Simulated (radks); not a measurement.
Values are calculated unless marked as measured or tabulated.
Spherical quantum dot in the effective-mass picture: electrons in a parabolic well V = omega^2 r^2 / 2 with omega = 0.216, all in effective atomic units (hartree* = m*/eps^2 hartree, bohr* = eps/m* bohr), one dielectric constant everywhere. Level of theory: non-relativistic Kohn-Sham, LDA (Slater exchange, Perdew-Wang correlation), spin-polarised, spherical densities (a radial shooting solver with Libxc functionals). Levels are named by radial order and angular momentum (1s, 1p, 1d, 2s, ...), and open shells are averaged over m.

N = 2, configuration 1s2. This is the lowest configuration that the search found. Occupied and some empty levels:

| level | occupation | eigenvalue (hartree*) | <r> (bohr*) |
|---|---|---|---|
| 1s | 2 | 0.75632 | 2.784 |
| 1p | 0 | 0.92262 | 3.526 |
| 1d | 0 | 1.1059 | 4.114 |
| 2s | 0 | 1.1363 | 3.771 |

Energy (hartree*): total 0.971531, kinetic 0.25260, external 0.41934, Hartree 0.64493, exchange-correlation -0.34533. Static polarisability (adiabatic kernel): 42.87 bohr*^3, against N/omega^2 = 42.87 from the generalised Kohn theorem.
